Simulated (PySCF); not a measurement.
Al(H)(Me)(Et) (C3H9Al), SMILES C[CH2][AlH][CH3].

The structure is a stationary point at r2SCAN-D4/def2-SVP. The structure was generated by enumeration; whether it is a known compound was not checked. Other conformers were not sampled.

Level of theory: IEF-PCM-ωB97X/def2-SVP (PySCF).

The values are the electrostatic part of the solvation free energy, E(continuum) − E(gas) at the gas-phase geometry, in a cavity of scaled van der Waals radii (PySCF's table); cavitation and dispersion terms are not included. A continuum can't describe solvent molecules that bind to the metal. In vacuum the orbital gap is 10.79 eV. The dipole moment in vacuum is 0.73 D.

Q: Estimate the values in water (ε = 78.36), tetrahydrofuran (ε = 7.43), chloroform (ε = 4.71). (Estimate from the structure and the level; the computed values follow.)

A: 
```csv
solvent,ε,ΔG(elec) (kcal/mol),dipole (D),gap (eV)
water,78.36,-3.5,0.97,11.11
tetrahydrofuran,7.43,-2.8,0.91,11.05
chloroform,4.71,-2.4,0.89,11.01
```
